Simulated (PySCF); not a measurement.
A GIAO shielding run with PySCF (density fitting, non-relativistic, gas phase) on SMILES OC[C@@H]1O[Si@@H](F)O[SiH2]1, C$_{2}$H$_{7}$FO$_{3}$Si$_{2}$:

```
$ OMP_NUM_THREADS=1 python probes_run.py task.json out

{"job": {"kind": "nmr", "xc": "PBE0", "basis": "pcSseg-1"}, "charge": 0, "multiplicity": 1}
O     -2.188379     0.180793    -1.581213
C     -1.424009    -0.608422    -0.709192
C     -0.656650     0.236667     0.304467
O      0.221985     1.102454    -0.427814
Si     1.808612     0.839133    -0.307388
F      2.521121     2.184658     0.165442
O      1.883419    -0.257368     0.902404
Si     0.462754    -0.778196     1.508196
H     -1.626405     0.911747    -1.868505
H     -2.120328    -1.272711    -0.192648
H     -0.704063    -1.217661    -1.277689
H     -1.368247     0.896550     0.811966
H      2.454002     0.320618    -1.482498
H      0.345440    -0.322844     2.884723
H      0.386336    -2.207430     1.247838
```

Hardware: 1 thread of an Arm Neoverse V1, shared host. The job also computes population analyses, field gradients, ring-centre shieldings.

(1) How large is the calculation?

(2) How long does it take, and how much memory does it need?

Results:

(1) 80 electrons, 185 basis functions and 1010 auxiliary functions.

(2) 31 s of wall time, with 13 SCF cycles and 4 response iterations; peak memory 0.82 GiB. Times on a shared host scatter by some tens of per cent.
